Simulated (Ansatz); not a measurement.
Ansatz (a quantum-chemistry and plane-wave program) input (PBE/def2-TZVPD):

Ansatz 0.2 input:
```yaml
crystal:
  periodic: [false, false, false]
  atoms:
    - {symbol: Sc, position_ang: [-0.79306753, -0.57556806, -0.60354645]}
    - {symbol: I, position_ang: [-0.01484598, 1.77770537, -1.24102300]}
    - {symbol: I, position_ang: [0.32908028, -1.54965011, 1.48016405]}
basis:
  gaussian:
    orbitals: def2-TZVPD
hamiltonian:
  xc: {name: PBE}
total_charge: 1
output: {forces: true}
```

End of the output:

```
integrals: 0.11 GiB planned
1299 factors; their error is unknown
mean field: 0.64 GiB planned
mean field evaluation 1: about -36888.0045 eV, gradient 4.2e1 eV
mean field evaluation 2: about -36876.3071 eV, gradient 8.0e1 eV
mean field evaluation 4: about -36886.7067 eV, gradient 4.7e1 eV
mean field evaluation 8: about -36891.7876 eV, gradient 8.7e-2 eV
mean field -36891.78760622 eV, -1355.7481883769 hartree, gradient 1.3e-5 eV, S^2 0.000000; 0 other end points of the search recorded, 0 dependent functions left out
the calculation of the forces begins
reference -36891.78764692 eV, -1355.7481898726 hartree; 35, 35 occupied and 131, 131 virtual orbitals, 1299 factors
Total energy: -36891.78764692 eV, -1355.7481898726 hartree
Atom 0 at    -0.793068    -0.575568    -0.603546 Å, force    -0.065730    -0.047703    -0.050022 eV/Å
Atom 1 at    -0.014846     1.777705    -1.241023 Å, force     0.030474     0.046981     0.006096 eV/Å
Atom 2 at     0.329080    -1.549650     1.480164 Å, force     0.035256     0.000723     0.043926 eV/Å
Dipole moment:    -0.878056    -0.637248    -0.668225 e Å
```

The spin state was set by rule; other spins were not relaxed.
